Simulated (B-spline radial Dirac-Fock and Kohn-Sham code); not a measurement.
**Sb³⁷⁺: eigenvalues, ΔSCF and the reference**

System: antimony as Sb³⁷⁺ in the configuration 1s2 2s2 2p6 3s2 3p2.

The density-functional columns are spherical, spin-unpolarised Dirac-Kohn-Sham results without Breit or QED terms: −ε is minus the orbital energy of the initial state and ΔSCF the difference of two total energies. The reference in the last column comes from relaxed Dirac-Fock hole states (ΔSCF) with Breit and QED corrections and a finite nucleus. All numbers are from a radial atomic solver, in eV; a selection of levels is shown. For the 1s level of heavy atoms much of the gap between ΔSCF and the reference is the Breit and QED part, -102.5 eV here; for other levels the error of the functional can be larger.

| level | LDA −ε | LDA ΔSCF | Dirac-Fock |
| --- | --- | --- | --- |
| K | 32455.0 | 32839.6 | 32744.8 |
| L1 | 6705.6 | 6799.1 | 6837.9 |
| L2 | 6438.8 | 6550.1 | 6537.2 |
| L3 | 6179.9 | 6285.8 | 6280.8 |
| M1 | 2630.4 | 2669.2 | 2664.8 |
| M2,3 | 2492.4 | 2532.7 | 2528.9 |

Values without a named source are computed, but for edge energies of neutral atoms, which are taken from tables.
